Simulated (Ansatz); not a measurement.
`CN[SiH2][AsH2]` + H₂ → `[SiH3][AsH2]` + CH₃NH₂ at 500 K and 1 bar (hydrogenolysis of the Si–N bond).

Calculated with Ansatz (gas phase, PBE0-D4/def2-TZVP geometries, no zero-point term in ΔE). CCSD(T)/CBS adds triple-zeta CCSD(T) − MP2 to the extrapolated MP2 energy (def2 sets, frozen cores). This one scheme is used for every species. For As outer-core shells are correlated without core-valence functions, which leaves a few kJ/mol of doubt a bond. Scalar relativity is left out up to krypton. Each species was taken in one conformer, which may not be the lowest.

```
         species  CCSD(T)/CBS energy (Eh)  H − E (kJ/mol)  S (J/(mol·K))
`CN[SiH2][AsH2]`              -2621.67009           280.2          437.7
              H₂                 -1.17544            41.0          145.5
  `[SiH3][AsH2]`              -2527.08228           138.1          337.6
          CH₃NH₂                -95.75281           191.8          270.3
```

H − E and S are ideal-gas, rigid-rotor, harmonic terms from PBE0-D4/def2-TZVP, for one conformer and one mirror image of each species. For small species the MP2-based limit differs from directly extrapolated CCSD(T) by up to some mEh (0.8 for H₂); such offsets cancel only in part. 1 Eh = 2625.50 kJ/mol, R = 8.31446 J/(mol·K).

By hand: ΔE, ΔH, ΔS and ΔG.

ΔE = (-2527.08228) + (-95.75281) − (-2621.67009) − (-1.17544) = 0.01044 Eh = 27.4 kJ/mol. Δ(H − E) = 138.1 + 191.8 − 280.2 − 41.0 = 8.7, so ΔH = 36.1 kJ/mol. ΔS = 337.6 + 270.3 − 437.7 − 145.5 = 24.7 J/(mol·K). ΔG = 36.1 − 500 × (24.7)/1000 = 23.8 kJ/mol.

By hand: the equilibrium constant, and the temperature at which ΔG would vanish if ΔH and ΔS stayed fixed.

log₁₀ K = −ΔG/(RT ln 10) = -2.5. ΔG = 0 at ΔH/ΔS = 1462 K.

TΔS isn't small against ΔH here. A doubt of 5 kJ/mol in ΔE shifts log₁₀ K by 0.5 here. Other conformers and mirror images would add mixing entropy, several J/(mol·K) or more a flexible species. These are equilibria of isolated gas molecules and say nothing of rates. Largest T1 diagnostic: 0.011 (customary marks: 0.02 for closed shells, 0.045 for open ones).
